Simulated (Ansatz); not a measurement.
Born–Oppenheimer molecular dynamics of CH₆BrGa (9 atoms, charge 0, multiplicity 1). It starts at the highest image of a converged band, a first-order saddle point between two minima.

All numbers below come from RKS CAM-B3LYP-D4/def2-SVP in Ansatz.

```json
{"ensemble": "NVE (velocity Verlet)", "time step": "0.5 fs", "steps asked": "200", "starting velocities drawn for": "300 K", "seed": "9937"}
```

Frames 5 fs apart, positions in Å, forces in eV/Å.

Velocities at 10 fs (Å/ps):

```
Ga -1.18 -0.39 0.41
H 16.79 -11.40 5.46
H 1.80 -3.47 -4.28
C -0.28 0.59 -0.28
H 1.95 6.84 2.72
H 14.50 10.66 -24.05
H 9.80 6.75 -3.62
Br 0.27 -0.07 0.04
H 18.27 16.27 -5.12
```

```xyz
9
Properties=species:S:1:pos:R:3:forces:R:3 time_fs=10 energy_less_start_eV=0.149 T=135
Ga -0.017 -0.035 0.006 0.67 -0.68 0.66
H 0.153 -0.024 1.732 -0.31 -0.35 -0.05
H 1.480 0.271 -0.328 -0.27 0.11 -0.27
C -1.713 0.011 -0.915 0.12 0.39 -0.29
H -2.615 -0.456 -0.519 0.08 -0.25 0.45
H -1.937 1.071 -1.078 -0.13 0.20 -0.19
H -1.494 -0.440 -1.891 -0.08 -0.01 -0.19
Br 0.269 -2.646 0.853 0.01 0.25 0.02
H 0.222 -1.147 1.647 -0.09 0.34 -0.15
9
Properties=species:S:1:pos:R:3:forces:R:3 time_fs=15 energy_less_start_eV=0.110 T=178
Ga -0.021 -0.039 0.009 0.65 -1.20 -0.04
H 0.203 -0.110 1.759 -0.20 0.42 0.22
H 1.453 0.270 -0.375 -0.15 0.22 -0.06
C -1.712 0.023 -0.922 0.12 0.94 -0.54
H -2.600 -0.444 -0.467 0.27 0.11 -0.08
H -1.881 1.092 -1.192 -0.31 -0.38 0.37
H -1.462 -0.419 -1.906 -0.20 -0.33 0.29
Br 0.270 -2.646 0.853 -0.01 0.04 -0.43
H 0.297 -1.017 1.620 -0.17 0.18 0.28
9
Properties=species:S:1:pos:R:3:forces:R:3 time_fs=20 energy_less_start_eV=0.013 T=285
Ga -0.024 -0.046 0.011 0.39 -1.50 -0.39
H 0.199 -0.070 1.839 -0.12 0.77 0.16
H 1.397 0.320 -0.437 0.22 0.27 0.10
C -1.708 0.051 -0.937 0.43 -0.01 0.15
H -2.542 -0.420 -0.418 -0.24 -0.01 -0.03
H -1.901 1.074 -1.240 -0.38 0.53 0.11
H -1.470 -0.475 -1.873 -0.08 -0.32 0.05
Br 0.272 -2.646 0.852 -0.07 0.43 -0.60
H 0.340 -0.882 1.646 -0.15 -0.16 0.45
9
Properties=species:S:1:pos:R:3:forces:R:3 time_fs=25 energy_less_start_eV=-0.127 T=441
Ga -0.025 -0.059 0.013 0.80 -1.47 -0.44
H 0.174 0.107 1.948 0.16 -0.77 -0.22
H 1.378 0.428 -0.473 -0.07 0.06 0.36
C -1.698 0.081 -0.951 -0.58 -0.01 0.40
H -2.518 -0.387 -0.382 0.01 0.14 -0.10
H -1.991 1.115 -1.252 0.27 -0.61 0.02
H -1.503 -0.587 -1.818 -0.09 0.43 0.07
Br 0.273 -2.644 0.849 -0.12 1.13 -0.54
H 0.336 -0.746 1.779 -0.39 1.09 0.46
9
Properties=species:S:1:pos:R:3:forces:R:3 time_fs=30 energy_less_start_eV=-0.323 T=656
Ga -0.023 -0.076 0.013 0.82 -1.77 -0.58
H 0.160 0.258 2.035 -0.16 1.09 0.24
H 1.349 0.553 -0.425 -0.11 -0.06 0.49
C -1.697 0.108 -0.955 -0.47 -0.97 1.22
H -2.506 -0.331 -0.360 -0.15 -0.03 0.13
H -2.038 1.081 -1.273 0.20 0.59 -0.42
H -1.552 -0.622 -1.761 0.07 0.22 -0.43
Br 0.273 -2.639 0.844 -0.21 1.61 -0.67
H 0.267 -0.495 2.006 0.00 -0.68 0.03
9
Properties=species:S:1:pos:R:3:forces:R:3 time_fs=35 energy_less_start_eV=-0.578 T=938
Ga -0.018 -0.100 0.011 0.40 -1.72 -0.22
H 0.123 0.521 2.178 -0.02 -0.40 0.12
H 1.301 0.666 -0.268 0.16 -0.06 0.32
C -1.706 0.121 -0.940 -0.58 -0.07 0.06
H -2.523 -0.275 -0.318 -0.09 0.04 -0.10
H -2.018 1.111 -1.358 0.51 -0.46 0.41
H -1.590 -0.595 -1.780 -0.03 0.16 0.11
Br 0.274 -2.629 0.837 -0.23 1.95 -0.63
H 0.182 -0.265 2.235 -0.12 0.55 -0.07
9
Properties=species:S:1:pos:R:3:forces:R:3 time_fs=40 energy_less_start_eV=-0.728 T=1104
Ga -0.012 -0.130 0.009 0.27 -1.46 0.11
H 0.082 0.797 2.334 -0.08 -1.33 0.25
H 1.279 0.760 -0.034 -0.08 -0.28 0.12
C -1.725 0.129 -0.920 0.34 -0.73 0.13
H -2.563 -0.212 -0.295 -0.07 0.11 -0.17
H -1.899 1.098 -1.375 -0.04 0.67 0.28
H -1.635 -0.543 -1.789 -0.10 -0.33 0.11
Br 0.273 -2.614 0.829 -0.21 2.03 -0.60
H 0.069 -0.008 2.467 -0.04 1.33 -0.23
9
Properties=species:S:1:pos:R:3:forces:R:3 time_fs=45 energy_less_start_eV=-0.834 T=1223
Ga -0.005 -0.165 0.006 0.05 -1.37 0.57
H 0.020 1.003 2.516 0.19 2.35 -0.56
H 1.239 0.789 0.227 -0.26 -0.41 -0.15
C -1.738 0.127 -0.900 0.72 0.39 -0.43
H -2.622 -0.126 -0.303 0.03 0.09 0.09
H -1.774 1.168 -1.307 -0.17 -0.52 0.40
H -1.704 -0.551 -1.771 -0.13 -0.03 0.06
Br 0.272 -2.592 0.819 -0.16 1.89 -0.59
H -0.050 0.320 2.682 -0.28 -2.39 0.62
9
Properties=species:S:1:pos:R:3:forces:R:3 time_fs=50 energy_less_start_eV=-0.919 T=1316
Ga 0.001 -0.204 0.006 -0.64 -1.59 0.86
H -0.043 1.305 2.678 -0.30 -1.40 0.48
H 1.150 0.733 0.455 0.15 -0.04 -0.25
C -1.738 0.128 -0.886 0.39 -0.45 0.35
H -2.662 -0.024 -0.295 0.48 -0.07 0.18
H -1.689 1.176 -1.173 -0.21 0.30 -0.52
H -1.799 -0.566 -1.742 0.00 0.34 -0.11
Br 0.270 -2.565 0.806 -0.10 1.55 -0.56
H -0.189 0.544 2.929 0.24 1.38 -0.41
9
Properties=species:S:1:pos:R:3:forces:R:3 time_fs=55 energy_less_start_eV=-1.027 T=1433
Ga 0.006 -0.249 0.009 -0.81 -1.33 0.87
H -0.122 1.530 2.862 -0.19 -0.59 0.27
H 1.088 0.661 0.625 0.23 0.13 -0.28
C -1.728 0.126 -0.867 0.70 0.78 -0.08
H -2.616 0.060 -0.233 0.07 -0.31 0.45
H -1.652 1.202 -1.137 -0.16 -0.40 -0.37
H -1.897 -0.515 -1.741 0.06 0.12 -0.16
Br 0.268 -2.533 0.793 -0.05 1.02 -0.48
H -0.328 0.840 3.169 0.16 0.58 -0.23
9
Properties=species:S:1:pos:R:3:forces:R:3 time_fs=60 energy_less_start_eV=-1.060 T=1472
Ga 0.008 -0.299 0.014 -0.39 -0.38 0.76
H -0.220 1.736 3.066 0.68 1.68 -0.96
H 1.073 0.613 0.725 -0.06 -0.02 -0.43
C -1.707 0.135 -0.850 -0.02 0.25 -0.23
H -2.528 0.077 -0.095 0.43 -0.16 -0.35
H -1.651 1.176 -1.185 -0.04 0.27 0.07
H -1.979 -0.435 -1.759 0.11 -0.22 0.45
Br 0.266 -2.498 0.777 -0.01 0.26 -0.27
H -0.457 1.151 3.398 -0.69 -1.69 0.96
9
Properties=species:S:1:pos:R:3:forces:R:3 time_fs=65 energy_less_start_eV=-1.017 T=1424
Ga 0.009 -0.349 0.022 -0.33 0.71 0.12
H -0.289 2.007 3.226 -0.72 -1.34 0.95
H 1.054 0.567 0.728 0.08 0.13 -0.28
C -1.682 0.151 -0.837 0.65 0.50 -0.56
H -2.376 0.056 -0.001 -0.49 0.08 0.10
H -1.661 1.188 -1.216 0.03 0.04 0.47
H -2.041 -0.413 -1.700 0.01 -0.63 0.08
Br 0.264 -2.462 0.761 0.06 -0.83 0.08
H -0.620 1.395 3.671 0.71 1.32 -0.96
```

Of the whole run (100 fs, mean temperature of the second half 1189 K): The conserved energy stayed within 0.21 meV per atom of its start (net change -0.11 meV per atom), so the integration is sound. The kinetic energy rose, since the run started high on the potential surface and went downhill. It ends in pieces (CH4BrGa + H2), so much of that is their flight and rotation, not heat. A run of 0.1 ps of so small a system gives no equilibrium averages. The orbitals stay closed-shell, which can raise the energy where a bond breaks towards radicals; this wasn't checked here.

The run took 6.3 min on 4 threads of Arm Neoverse V2, with other jobs on the host, peak memory 0.33 GiB.
